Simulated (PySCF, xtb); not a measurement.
F2HS, SMILES F[SH+]F, charge +1.

Geometry: TPSSh-D3(BJ)/def2-TZVP. The isomer is the one that the SMILES or the coordinates give; other isomers of the formula were not compared.

Computed with C-PCM-M06-2X/def2-SVP (PySCF).

The values are the electrostatic part of the solvation free energy, E(continuum) − E(gas) at the gas-phase geometry, in a cavity of scaled van der Waals radii (PySCF's table); cavitation and dispersion terms are not included. In vacuum the orbital gap is 11.47 eV.

Estimate the values in water (ε = 78.36), benzene (ε = 2.27), N,N-dimethylformamide (ε = 37.22). (The exact figures need the calculation; the answer reports its results.)


| solvent | ε | ΔG(elec) (kcal/mol) | gap (eV) |
|---|---|---|---|
| water | 78.36 | -76.2 | 11.54 |
| benzene | 2.27 | -42.9 | 11.51 |
| N,N-dimethylformamide | 37.22 | -75.1 | 11.54 |

For comparison, GFN2-xTB/ALPB(water) (xtb, at the GFN2-xTB geometry, all terms of that model) gives -69.7 kcal/mol.
